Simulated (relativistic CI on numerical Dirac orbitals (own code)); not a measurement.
# Forbidden lines of Dy XII

These numbers are calculated, not measured: Dirac-Coulomb-Breit CI, separate exchange-only KLI orbitals for each configuration, a model potential for QED, unscaled Slater integrals (own radial code, finite nucleus).

Configurations in the expansion (outside the closed core [Ar] 3d10 4p6 4d10): 4s²4f⁷5s², 4s²4f⁹, 4s²4f⁸5s, 4s²4f⁶5s²6s, 4s²4f⁵5s²6s², 4s²4f⁷6s², 4f⁹5s². The list is cut by size and lacks configurations that can hold low levels.

```
λ vac (Å)                  Lower                   Upper  Type   A (s⁻¹)        gf  Branching (%)
   1598.9   4s²4f⁷5s² ⁸S°7/2 [1]   4s²4f⁷5s² ⁶D°5/2 [15]    M1  1.03e+01  2.38e-08           63.3
   1610.2   4s²4f⁷5s² ⁸S°7/2 [1]   4s²4f⁷5s² ⁶D°7/2 [13]    M1  1.48e+01  4.60e-08           80.7
   2002.9   4s²4f⁷5s² ⁸S°7/2 [1]    4s²4f⁷5s² ⁶P°5/2 [3]    M1  7.96e+01  2.87e-07          100.0
   2039.0   4s²4f⁷5s² ⁸S°7/2 [1]    4s²4f⁷5s² ⁶P°7/2 [2]    M1  1.02e+02  5.10e-07          100.0
   3159.2   4s²4f⁷5s² ⁶P°7/2 [2]   4s²4f⁷5s² ⁶G°7/2 [21]    M1  1.79e+01  2.14e-07           50.7
   3416.6   4s²4f⁷5s² ⁶P°5/2 [3]   4s²4f⁷5s² ⁶G°3/2 [20]    M1  7.82e+00  5.48e-08           41.6
   3479.5   4s²4f⁷5s² ⁶P°7/2 [2]   4s²4f⁷5s² ⁶G°5/2 [17]    M1  8.78e+00  9.56e-08           26.9
   3515.3   4s²4f⁷5s² ⁶P°3/2 [4]   4s²4f⁷5s² ⁶G°3/2 [20]    M1  7.27e+00  5.39e-08           38.6
   3589.8   4s²4f⁷5s² ⁶P°5/2 [3]   4s²4f⁷5s² ⁶G°5/2 [17]    M1  1.90e+01  2.20e-07           58.1
   3648.3   4s²4f⁷5s² ⁶P°7/2 [2]   4s²4f⁷5s² ⁶G°7/2 [16]    M1  3.82e+01  6.09e-07           71.4
   3679.3   4s²4f⁷5s² ⁶I°7/2 [5]   4s²4f⁷5s² ⁶G°7/2 [21]    M1  4.27e+00  6.93e-08           12.1
   3742.2   4s²4f⁷5s² ⁶I°9/2 [7]   4s²4f⁷5s² ⁶G°7/2 [21]    M1  5.03e+00  8.45e-08           14.3
   3768.7  4s²4f⁷5s² ⁶I°15/2 [9]  4s²4f⁷5s² ⁶G°13/2 [22]    M1  4.03e+00  1.20e-07           71.2
   3769.7   4s²4f⁷5s² ⁶P°5/2 [3]   4s²4f⁷5s² ⁶G°7/2 [16]    M1  2.62e+00  4.46e-08            4.9
   4360.0   4s²4f⁷5s² ⁶I°7/2 [5]   4s²4f⁷5s² ⁶G°7/2 [16]    M1  8.22e+00  1.87e-07           15.4
   5657.0  4s²4f⁷5s² ⁶D°9/2 [11]  4s²4f⁷5s² ⁶G°11/2 [19]    M1  5.84e+00  3.36e-07           68.1
   5672.7  4s²4f⁷5s² ⁶D°9/2 [11]   4s²4f⁷5s² ⁶G°9/2 [18]    M1  4.06e+00  1.96e-07           47.4
   8041.4   4s²4f⁷5s² ⁶P°5/2 [3]   4s²4f⁷5s² ⁶D°3/2 [14]    M1  7.03e+00  2.73e-07           69.1
   8644.1   4s²4f⁷5s² ⁶P°7/2 [2]   4s²4f⁷5s² ⁶D°9/2 [11]    M1  6.16e+00  6.90e-07           86.8
   8874.2   4s²4f⁷5s² ⁶P°3/2 [4]   4s²4f⁷5s² ⁶D°1/2 [12]    M1  1.31e+01  3.10e-07          100.0
```

Terms are leading LS components. Brackets give the number of a level in order of energy, since labels repeat. The list gives strong lines, with weight on those to low levels, among the lowest 200 of 2400 levels, so that lines to higher ones, which can be the strongest, are missing. Levels whose partners in the same complex of configurations lie outside the list can be far off, and so can their lines. Rates are taken at the computed energies, electric ones in the length gauge.

At this charge energies of transitions that change n are usually good to better than 1 %, and those within a shell (Δn = 0) to a few per cent. Terms inside the open d or f shell come out 10 to 20 % too wide with unscaled integrals. Levels and lines within the n = 5 or 6 shells can be off by up to 10 % or somewhat more, and those that change n by about 2 %, since core polarisation is missing.

LS names give the leading component of a level, which can be under half, so a name can repeat, a term be missing and a line seem to break the LS rules.
